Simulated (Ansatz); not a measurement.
Born–Oppenheimer molecular dynamics of AlH$_{7}$O$_{2}$Si (11 atoms, charge 0, multiplicity 1). It starts at the highest image of a converged band, a first-order saddle point between two minima.

Level of theory: RKS r2SCAN-D4/6-31G* (Ansatz).

```yaml
ensemble: NVE (velocity Verlet)
time_step: 0.5 fs
steps_asked: 200
starting_velocities_drawn_for: 300 K
seed: 9108
```

First frame:

```xyz
11
Properties=species:S:1:pos:R:3
Al -1.441 -0.282 0.554
O -0.234 -1.245 1.591
H -2.023 -1.086 -0.689
H -2.301 0.736 1.426
H 0.489 -0.369 0.907
O 0.278 0.435 0.098
Si 1.175 0.664 -1.304
H -0.242 -1.085 2.546
H 0.410 1.581 -2.184
H 2.479 1.277 -0.942
H 1.412 -0.627 -2.003
```

Question: How far do the bonds stretch over the last three quarters of this one trajectory? (Pairs bonded in most of those frames.)

Answer: 
```tsv
bond	mean (Å)	spread (Å)	shortest	longest
Al1–O2	2.092	0.089	1.92	2.21
Al1–H3	1.597	0.031	1.55	1.64
Al1–H4	1.606	0.039	1.54	1.67
Al1–O6	1.749	0.032	1.69	1.80
O2–H5	0.983	0.047	0.90	1.06
O2–H8	0.977	0.030	0.91	1.04
O6–Si7	1.638	0.025	1.60	1.69
Si7–H9	1.495	0.013	1.47	1.52
Si7–H10	1.496	0.024	1.46	1.53
Si7–H11	1.506	0.062	1.41	1.60
```

Mean temperature of the second half: 322 K. The conserved energy stayed within 0.25 meV per atom of its start (net change 0.038 meV per atom), so the integration is sound. A run of 0.1 ps of so small a system gives no equilibrium averages. The orbitals stay closed-shell, which can raise the energy where a bond breaks towards radicals; this wasn't checked here.

Run time: 9.4 min on 2 threads of Arm Neoverse V2, with other jobs on the host, peak memory 0.16 GiB.
